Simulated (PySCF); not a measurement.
## Spin–orbit doublets of 2p levels

SiH3PHPF2, F2H4P2Si.
Atom-mapped SMILES: `[F:1][P:2]([F:3])[PH:4][SiH3:5]`

Theory: PySCF, delta-SCF UKS SCAN, pcX-2 on the ionised atom, pcseg-1 elsewhere, spin-free X2C. Vertical ΔSCF values, vacuum level as zero. 2p3/2 and 2p1/2 are the ΔSCF energy of one spin-free 2p hole plus the eigenvalues of a spin–orbit and ligand-field matrix of the shell. The splitting includes the ligand field, and 2p3/2 is the mean of two sublevels.

When a 2p electron fills a 1s hole, the emitted photon carries the energy difference of the two hole states (Kα1 from 2p3/2, Kα2 from 2p1/2), here at the ground state's geometry.

```csv
atom,Kα1 (eV),Kα2 (eV),2p3/2 binding energy (eV)
P4,2013.47,2012.58,136.43
Si5,1739.76,1739.14,107.16
```

Problem. What are the 1s and 2p1/2 binding energies?

Solution. 1s = Kα1 + 2p3/2, and 2p1/2 = 1s − Kα2:

| atom | environment | 1s (eV) | 2p1/2 (eV) |
| --- | --- | --- | --- |
| P4 | three-coordinate phosphorus | 2149.90 | 137.32 |
| Si5 | SiH3 silicon | 1846.92 | 107.78 |

2p1/2 minus 2p3/2 by element: Si (Z = 14) 0.62 eV, P (Z = 15) 0.89 eV.

Problem. And the 1s levels of the other atoms?

Solution. F1/F3 (phosphorus-bound fluorine) 692.71 eV.

One atom of each set of topologically equivalent atoms was ionised and stands for the set; in this conformer not all members are related by symmetry, and their own values weren't computed. The list is incomplete; no value stands for P 2p of P2. Isolated species at its PBE0-D3(BJ)/def2-SVP geometry (one conformer only).

Shape of the structure used: `[F:1][P:2]([F:3])[PH:4][SiH3:5]`: F1–P2–P4–Si5 143°.
